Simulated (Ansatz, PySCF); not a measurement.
Dimer: SiH4 (SMILES [SiH4]) (first 5 atoms) with Si2H6 (SMILES [SiH3][SiH3]); geometry from B3LYP-D3(BJ)/def2-TZVP.
(charge 0, multiplicity 1):
```xyz
13

Si    -0.09560     0.11066    -0.15922
H     -0.20769    -1.14788     0.61127
H     -1.44792     0.59387    -0.51598
H      0.68626    -0.13496    -1.39233
H      0.59194     1.12906     0.66523
Si     0.90473    -0.88339     3.80382
Si    -0.78204     0.74549     3.78195
H      0.31693    -2.23260     3.62244
H      1.61396    -0.84684     5.10655
H      1.89049    -0.64340     2.72400
H     -1.62715     0.62025     2.57022
H     -0.18916     2.10434     3.80574
H     -1.65108     0.58537     4.97365
```

Basis-set superposition error: the interaction energy with monomers in their own basis, and in the dimer's basis (counterpoise).

Run with Ansatz (Gaussian basis) for Hartree–Fock, density functionals and correlated methods; PySCF for 6-31G* rows. Values without a source in brackets are computed.

| level | uncorrected (meV) | counterpoise (meV) | difference |
|---|---|---|---|
| HF/6-31G* | 53.5 | 71.9 | 18.3 |
| PBE/def2-TZVPPD | -4.9 | -2.4 | 2.5 |
| r2SCAN/def2-TZVPPD | -34.4 | -31.8 | 2.5 |
| B97M-V/def2-TZVPPD | -67.0 | -63.7 | 3.3 |
| wB97X-V/def2-TZVPPD | -69.3 | -66.7 | 2.5 |
| B2PLYP/def2-TZVPPD | 1.3 | 8.0 | 6.7 |
| MP2/6-31G* | -21.6 | 27.2 | 48.8 |
| SCS-MP2/aug-cc-pV(D+d)Z | -74.0 | -18.8 | 55.2 |
| CCSD/aug-cc-pV(D+d)Z | -82.0 | -31.2 | 50.8 |
| CCSD(T)/aug-cc-pV(D+d)Z | -99.0 | -45.6 | 53.4 |

The error is largest for SCS-MP2/aug-cc-pV(D+d)Z (55.2 meV) and smallest for PBE/def2-TZVPPD (2.5 meV).

Ansatz is a first-principles code.
